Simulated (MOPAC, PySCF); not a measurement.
CH$_{3}$Br$_{3}$OSn, SMILES `C[O][Sn]([Br])([Br])[Br]` (C–O–Sn–Br torsion 61°), neutral singlet in the gas phase. 

Cartesian coordinates (Å):
SMILES: [Br][Sn]([Br])([O]C)[Br]
```xyz
9

C     -1.5133    -0.0250    -0.4046
O     -0.4878     0.8359     0.0397
Sn     1.3206     0.1784     0.3842
Br     2.2603    -0.7639    -1.6961
Br     2.6253     2.1059     1.1576
Br     1.2305    -1.5932     2.1026
H     -2.4278     0.5768    -0.5152
H     -1.2842    -0.4801    -1.3846
H     -1.7235    -0.8349     0.3163
```
Charge 0, spin multiplicity 1.

All levels are single points at this geometry (CAM-B3LYP-D3(BJ)/def2-SVP); Pople sets use spherical d functions. Orbital energies aren't observables, and empty levels follow the basis.

TPSSh-D3(BJ)/def2-TZVP in PySCF gives HOMO (eV) = -7.71.

### Question
Estimate the HOMO (eV) from each of these levels: CAM-B3LYP-D3(BJ)/def2-TZVP in PySCF; PBE-D3(BJ)/def2-TZVP in PySCF; B3LYP/6-311+G** (LANL2DZ on Br, Sn) in PySCF; B3LYP/6-31G* (LANL2DZ on Sn) in PySCF; BP86/6-31G* (LANL2DZ on Sn) in PySCF; M06-2X/6-31G* (LANL2DZ on Sn) in PySCF; PBE/6-31G* (LANL2DZ on Sn) in PySCF; SVWN5/6-31G* (LANL2DZ on Sn) in PySCF; AM1 in MOPAC; PM3 in MOPAC; PM6 in MOPAC; PM7 in MOPAC.

### Answer

```json
[
 {"level": "CAM-B3LYP-D3(BJ)/def2-TZVP in PySCF", "HOMO (eV)": "-9.97"},
 {"level": "PBE-D3(BJ)/def2-TZVP in PySCF", "HOMO (eV)": "-6.95"},
 {"level": "B3LYP/6-311+G** (LANL2DZ on Br, Sn) in PySCF", "HOMO (eV)": "-8.46"},
 {"level": "B3LYP/6-31G* (LANL2DZ on Sn) in PySCF", "HOMO (eV)": "-8.15"},
 {"level": "BP86/6-31G* (LANL2DZ on Sn) in PySCF", "HOMO (eV)": "-6.96"},
 {"level": "M06-2X/6-31G* (LANL2DZ on Sn) in PySCF", "HOMO (eV)": "-10.09"},
 {"level": "PBE/6-31G* (LANL2DZ on Sn) in PySCF", "HOMO (eV)": "-6.83"},
 {"level": "SVWN5/6-31G* (LANL2DZ on Sn) in PySCF", "HOMO (eV)": "-6.95"},
 {"level": "AM1 in MOPAC", "HOMO (eV)": "-11.04"},
 {"level": "PM3 in MOPAC", "HOMO (eV)": "-12.48"},
 {"level": "PM6 in MOPAC", "HOMO (eV)": "-11.14"},
 {"level": "PM7 in MOPAC", "HOMO (eV)": "-10.69"}
]
```
